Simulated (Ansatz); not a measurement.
Frontier orbitals of `CB(O)B(O)O`.

Cartesian coordinates in Å:
```
C 0.5086 1.8423 0.0230
B -0.4002 0.5827 0.1993
O -1.6702 0.7674 0.6541
B 0.0796 -1.0421 -0.1385
O -0.8787 -2.0015 0.0882
O 1.3306 -1.3344 -0.5994
H 0.0140 2.7774 0.2944
H 0.8578 1.9147 -1.0135
H 1.4209 1.7377 0.6217
H -2.1459 -0.0666 0.7260
H -0.6329 -2.9134 -0.0932
H 1.5162 -2.2642 -0.7622
```

Charge 0, multiplicity 1. The structure was optimised at the PBE0-D4/def2-TZVP level. It is one conformer, not always the lowest. Basis def2-TZVPP, the Gaussian-basis code of Ansatz.

Orbital energies of one run (eV). Highest occupied ones, from the top: -7.19, -9.12, -9.35, -9.53, -9.63, -10.31, -10.42, -10.98, -11.25, -12.32, -14.69, -15.13, -16.02, -18.73. Empty: -1.04, -0.14, 1.07, 1.32, 2.29, 2.40.

Problem. Which functional gave them?
A. PBE0
B. HSE06 (plane-wave form)
C. BLYP
D. r2SCAN

Solution. B. HOMO energies: HSE06 -7.19, BLYP -6.13, r2SCAN -6.46, PBE0 -7.60 eV.
